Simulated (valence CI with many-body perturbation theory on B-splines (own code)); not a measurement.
Results of a calculation; reference values are marked as such.
## Tc30+ in three bases

Level of theory: configuration interaction combined with many-body perturbation theory (CI+MBPT): three valence electrons over a frozen Dirac-Fock core [Ne], a basis of 9 s, 9 p, 8 d, 6 f, 3 g, 1 h functions for each j, with the one-electron correlation potential Σ1 (screened to all orders), the two-electron term Σ2, the three-electron term Σ3, Breit, model QED; selected single and double excitations, second order for the rest, scaled by the run's own slope (own B-spline code, finite nucleus).

No measured spectrum was set against this ion. As an estimate, large intervals hold to a few tenths of a per cent, small ones and those within an open d or f shell to about a per cent.

The reference run has the lowest level (3s^2 3p1/2) J=1/2 and an ionisation energy of 1704.82 eV. Its largest variational space holds 8635 state functions.

Levels are named by their leading jj configuration (3d3/2^4 stands for four electrons in 3d with j = 3/2), which in mixed levels can hold well under half, so a name can repeat and another be missing. Letters in brackets count levels of one name in rising energy.

Changed runs:
A. basis 6 s, 6 p, 5 d, 3 f, 1 g
B. basis 5 s, 5 p, 4 d, 2 f

Excitation energies of the reference run in cm⁻¹, and shifts in cm⁻¹:

| Level | Reference | A | B |
| --- | --- | --- | --- |
| (3s^2 3p3/2) J=3/2 | 228198 | -14 | -25 |
| (3s 3p1/2^2) J=1/2 | 562052 | -70 | -231 |
| (3s 3p1/2 3p3/2) J=3/2 [a] | 709449 | -134 | -407 |
| (3s 3p1/2 3p3/2) J=5/2 | 768083 | -70 | -205 |
| (3s 3p1/2 3p3/2) J=3/2 [b] | 863353 | +27 | +92 |
| (3s 3p1/2 3p3/2) J=1/2 | 937076 | +110 | +367 |
| (3s 3p3/2^2) J=5/2 | 977318 | -52 | -158 |
| (3s^2 3d3/2) J=3/2 | 1138810 | +183 | +577 |
| (3s 3p3/2^2) J=1/2 | 1166670 | +150 | +482 |
| (3s 3p3/2^2) J=3/2 | 1216700 | +220 | +775 |
| (3s^2 3d5/2) J=5/2 | 1221990 | +300 | +983 |
| (3p1/2^2 3p3/2) J=3/2 | 1469200 | -16 | -78 |
| Ionisation energy (eV) | 1704.82 | -0.017 | -0.05 |
